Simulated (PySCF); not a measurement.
## Calculated data, BClGeH₃O, BGeH₆N₂

Computed with PySCF 2.14.0. Calculation on a computer-drawn molecule: optimised geometry and harmonic frequencies of an isolated molecule of the commonest isotopes, restricted reference for singlets and unrestricted otherwise, frozen core in MP2; on germanium a core potential holds 10 electrons, which the energies leave out, and 3d is frozen in MP2 and coupled-cluster steps.

Common to all runs: method HF; basis and core potential on germanium cc-pVDZ-PP ECP10MDF.

```yaml
- entry: 1
  formula: BClGeH3O
  start_structure:
    atoms_angstrom:
      - [O, -1.584, -0.8037, 0.1327]
      - [B, -0.521, -0.3781, 0.5407]
      - [Ge, 1.3617, 0.3398, 1.2017]
      - [Cl, 2.2083, -1.2779, 2.2737]
      - [H, -2.509, -1.1218, -0.1613]
      - [H, 2.1325, 0.6611, -0.0319]
      - [H, 1.0914, 1.5032, 2.0637]
  given:
    charge: 1
    multiplicity: 1
    basis: "cc-pV(D+d)Z"
    drawn_bonds_atom: [1, 2, 3, 1, 3, 3]
    drawn_bonds_other_atom: [2, 3, 4, 5, 6, 7]
    drawn_bonds_order: [1, 1, 1, 1, 1, 1]
  results:
    optimised_atom_element: [O, B, Ge, Cl, H, H, H]
    "optimised_atom_x [angstrom]": [-1.637, -0.538, 1.376, 1.965, -2.273, 2.215, 1.073]
    "optimised_atom_y [angstrom]": [-0.6523, -0.2838, 0.3878, -1.329, -1.364, 0.591, 1.573]
    "optimised_atom_z [angstrom]": [0.04165, 0.463, 1.182, 2.293, 0.02982, -0.05641, 2.067]
    "modes_frequency [cm^-1]": [87.05, 108.8, 256.4, 325.3, 356.9, 411.5, 467.0, 554.7, 684.8, 802.5, 914.7, 1836, 2335, 2347, 4042]
    "modes_reduced_mass [dalton]": [9.001, 1.199, 2.646, 2.393, 3.661, 2.703, 38.33, 1.286, 1.097, 1.052, 1.022, 9.071, 1.014, 1.027, 1.076]
    "rotational_constants [GHz]": [5.414, 1.992, 1.486]
    "total_energy [hartree]": -853.9840
    "convergence_status_largest_gradient_component [hartree/bohr]": 3.13e-05
- entry: 2
  formula: BGeH6N2
  start_structure:
    atoms_angstrom:
      - ["N", 1.4376, -0.1591, -0.1754]
      - [B, 0.7209, -1.2818, -0.499]
      - ["N", 1.1742, -2.3391, -1.3369]
      - [Ge, -1.2884, -1.2983, 0.0164]
      - [H, 2.402, -0.038, -0.3673]
      - [H, 1.0889, 0.5614, 0.3869]
      - [H, 0.6459, -3.0963, -1.6181]
      - [H, 2.1769, -2.3459, -1.6284]
      - [H, -1.8752, 0.1389, -0.1455]
      - [H, -2.1301, -1.9088, -1.1094]
  given:
    charge: 0
    multiplicity: 2
    basis: cc-pVDZ
    drawn_bonds_atom: [1, 2, 2, 1, 1, 3, 3, 4, 4]
    drawn_bonds_other_atom: [2, 3, 4, 5, 6, 7, 8, 9, 10]
    drawn_bonds_order: [1, 1, 1, 1, 1, 1, 1, 1, 1]
  results:
    optimised_atom_element: ["N", B, "N", Ge, H, H, H, H, H, H]
    "optimised_atom_x [angstrom]": [1.499, 0.6966, 1.235, -1.344, 2.485, 1.134, 0.6814, 2.205, -1.99, -2.25]
    "optimised_atom_y [angstrom]": [-0.1578, -1.226, -2.323, -1.224, -0.1064, 0.6324, -3.077, -2.403, 0.1581, -2.041]
    "optimised_atom_z [angstrom]": [-0.1603, -0.612, -1.316, -0.1512, -0.3207, 0.3248, -1.66, -1.548, 0.05785, -1.091]
    "modes_frequency [cm^-1]": [109.8, 201.6, 278.4, 290.0, 341.9, 391.4, 457.0, 516.9, 548.6, 552.8, 628.6, 937.0, 941.1, 995.7, 1294, 1435, 1745, 1753, 2171, 2171, 3813, 3814, 3925, 3927]
    "modes_reduced_mass [dalton]": [1.065, 2.731, 1.275, 4.331, 1.128, 1.747, 1.012, 2.332, 1.282, 1.161, 1.671, 1.031, 1.24, 1.959, 3.12, 3.93, 1.255, 1.152, 1.024, 1.017, 1.052, 1.053, 1.096, 1.096]
    "rotational_constants [GHz]": [8.571, 2.525, 1.961]
    "total_energy [hartree]": -430.5173
    spin_squared: 0.7582
    "convergence_status_largest_gradient_component [hartree/bohr]": 1.825e-05
- entry: 3
  formula: BClGeH3O
  start_structure:
    atoms_angstrom:
      - [B, 0.6765, -1.9145, 0.9187]
      - [O, 1.2972, -1.002, 0.089]
      - [Ge, 2.0222, -0.0241, -1.0721]
      - [Cl, 3.078, -0.9598, -2.498]
      - [H, -0.3224, -2.2945, 0.6749]
      - [H, 1.2855, -2.0922, 1.8493]
      - [H, 1.6053, 1.3218, -0.6725]
  given:
    charge: 1
    multiplicity: 1
    basis: "cc-pV(D+d)Z"
    drawn_bonds_atom: [1, 2, 3, 1, 1, 3]
    drawn_bonds_other_atom: [2, 3, 4, 5, 6, 7]
    drawn_bonds_order: [1, 1, 1, 1, 1, 1]
  results:
    optimised_atom_element: [B, O, Ge, Cl, H, H, H]
    "optimised_atom_x [angstrom]": [0.7976, 1.238, 1.901, 2.212, 0.875, 0.379, 2.239]
    "optimised_atom_y [angstrom]": [-1.911, -0.6269, 0.03111, -1.158, -2.799, -1.993, 1.492]
    "optimised_atom_z [angstrom]": [0.9116, 0.5247, -0.8854, -2.527, 0.1204, 2.018, -0.8725]
    "modes_frequency [cm^-1]": [71.17, 131.7, 232.6, 282.0, 522.4, 549.6, 727.5, 746.2, 1056, 1126, 1174, 1336, 2391, 2747, 2885]
    "modes_reduced_mass [dalton]": [1.729, 4.566, 1.628, 5.372, 32.47, 1.139, 3.709, 1.175, 1.383, 1.347, 6.692, 1.162, 1.022, 1.046, 1.136]
    "rotational_constants [GHz]": [6.941, 2.619, 1.902]
    "total_energy [hartree]": -853.9660
    "convergence_status_largest_gradient_component [hartree/bohr]": 2.345e-05
```
